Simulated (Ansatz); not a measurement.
`[F][Ge]([F])([Br])[Br]`, relaxed with RKS PBE-D4/def2-SVP in Ansatz 0.2.0 from a rough embedded geometry. The force threshold is 0.03 eV/Å; the program also tests the step.

Total charge 0; spin multiplicity 1.

Start:

```xyz
5

F    -1.080   -1.454   -0.525
Ge   -0.118    0.022   -0.052
F    -1.073    1.480   -0.300
Br    1.772    0.106   -1.315
Br    0.500   -0.155    2.191
```

(1) How much energy does the relaxation release, and in how many steps? (Estimate.)

(2) Which bonds change most? (Best estimate.)

(3) Give the relaxed structure. (Estimate.)

Results:

(1) The calculation gave: 0.16 eV, in 3 steps.

(2) Computed: F1–Ge2 from 1.824 to 1.737 Å; Ge2–Br5 from 2.333 to 2.281 Å; Ge2–F3 from 1.760 to 1.737 Å; Ge2–Br4 from 2.275 to 2.281 Å.

(3) The calculation gave: 
```xyz
5

F    -1.051   -1.355   -0.495
Ge   -0.072    0.002   -0.027
F    -1.065    1.403   -0.291
Br    1.761    0.109   -1.380
Br    0.427   -0.158    2.193
```
